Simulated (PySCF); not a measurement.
C2H5O2, SMILES COC=[OH+], charge +1. Atoms are numbered in the order given.

```xyz
9

C      0.3963    -1.4717     0.0000
O     -0.6988    -0.4915     0.0000
C     -0.5336     0.7571     0.0000
O      0.5733     1.3902     0.0000
H      0.9899    -1.3448     0.9168
H     -0.1035    -2.4454     0.0000
H      0.9899    -1.3448    -0.9168
H     -1.4421     1.3768     0.0000
H      1.3941     0.8565     0.0000
```
Charge +1, spin multiplicity 1.

Coordinates come from a B3LYP-D3(BJ)/def2-SVP optimisation. The isomer is the one that the SMILES or the coordinates give; other isomers of the formula were not compared. Other conformers were not sampled.

Computed with TDDFT-PBE0/def2-SVPD in PySCF.

Vertical excitations. The molecule is in vacuum. State labels are in the subgroup Cs.

```tsv
state	symmetry	energy (eV)	λ (nm)	f	main pairs
S1	A"	7.20	172	0.000	HOMO−1→LUMO 95 %
S2	A'	8.00	155	0.154	HOMO→LUMO 97 %
S3	A"	8.74	142	0.006	HOMO−2→LUMO 90 %
S4	A"	9.14	136	0.004	HOMO−4→LUMO 88 %
S5	A'	9.93	125	0.094	HOMO−3→LUMO 94 %
S6	A"	10.00	124	0.019	HOMO→LUMO+1 98 %
S7	A'	10.40	119	0.015	HOMO−1→LUMO+1 98 %
S8	A"	10.75	115	0.001	HOMO→LUMO+2 95 %
S9	A'	10.92	113	0.034	HOMO−1→LUMO+2 97 %
S10	A"	11.60	107	0.009	HOMO→LUMO+3 90 %
T1	A'	6.02	206	0	HOMO→LUMO 92 %
T2	A"	6.73	184	0	HOMO−1→LUMO 90 %
T3	A"	7.96	156	0	HOMO−2→LUMO 76 %, HOMO−4→LUMO 23 %
T4	A'	8.17	152	0	HOMO−3→LUMO 79 %, HOMO−5→LUMO 17 %
```
Triplets are in the Tamm–Dancoff approximation, which puts them higher than full response would, so one can lie above its singlet here.
